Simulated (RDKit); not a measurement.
Job for RDKit: UFF on H2 (SMILES [H][H]).

```python
from rdkit import Chem
from rdkit.Chem import AllChem, rdDetermineBonds

blocks = [
'''2

H    -0.00000000    0.00000000   -0.37198648
H     0.00000000   -0.00000000    0.37198648
''',
]
mol = None
for b in blocks:
    f = Chem.MolFromXYZBlock(b)
    rdDetermineBonds.DetermineBonds(f, charge=0)
    mol = f if mol is None else Chem.CombineMols(mol, f)
Chem.SanitizeMol(mol)
print(Chem.MolToSmiles(Chem.RemoveHs(mol)))
ff = AllChem.UFFGetMoleculeForceField(mol, vdwThresh=100.0, ignoreInterfragInteractions=False)
e = ff.CalcEnergy()
print(f'UFF energy {e:.6f} kcal/mol')
```

It printed:

```
[H][H]
UFF energy 0.613803 kcal/mol
```

The run finished.

Cost: roughly 0.03 core-seconds.
